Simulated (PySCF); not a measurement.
Si(Cl)3(OSiH3) (Cl₃H₃OSi₂), SMILES [SiH3]O[Si](Cl)(Cl)Cl. Atoms are numbered in the order given.

```xyz
9

Si    -2.7031     0.2993    -0.6010
O     -1.0916     0.6279    -0.2897
Si     0.3735     0.0430     0.0753
Cl     0.9734    -1.2866    -1.3528
Cl     1.6982     1.5837     0.1653
Cl     0.3183    -0.9118     1.8785
H     -3.3030    -0.3742     0.5852
H     -2.7999    -0.5877    -1.7945
H     -3.3780     1.5981    -0.8601
```

Geometry: PBE0-D3(BJ)/def2-SVP. One conformer was computed; it need not be the lowest.

Two levels are set side by side: PBE/pcSseg-1 (PySCF) and B3LYP/pcSseg-1 (PySCF). GIAO shifts against H2O (¹⁷O), HCl (³⁵Cl), TMS (²⁹Si), TMS (¹H) at the same level; non-relativistic, no solvent, atoms listed together averaged. Without spin–orbit terms, shifts of atoms bonded to Cl or Br come out too high at both levels. Differences are taken from unrounded values.

```json
[
 {"quantity": "δ(²⁹Si) of Si1 (ppm)", "B3LYP": "-39.9", "PBE": "-34.9", "PBE minus B3LYP": "5.0"},
 {"quantity": "δ(¹⁷O) of O2 (ppm)", "B3LYP": "93.5", "PBE": "102.7", "PBE minus B3LYP": "9.2"},
 {"quantity": "δ(²⁹Si) of Si3 (ppm)", "B3LYP": "-19.8", "PBE": "-20.3", "PBE minus B3LYP": "-0.5"}
]
```

Rough cost on one machine, each run with all the roots and properties that it gave: B3LYP against PBE within a factor of 2.
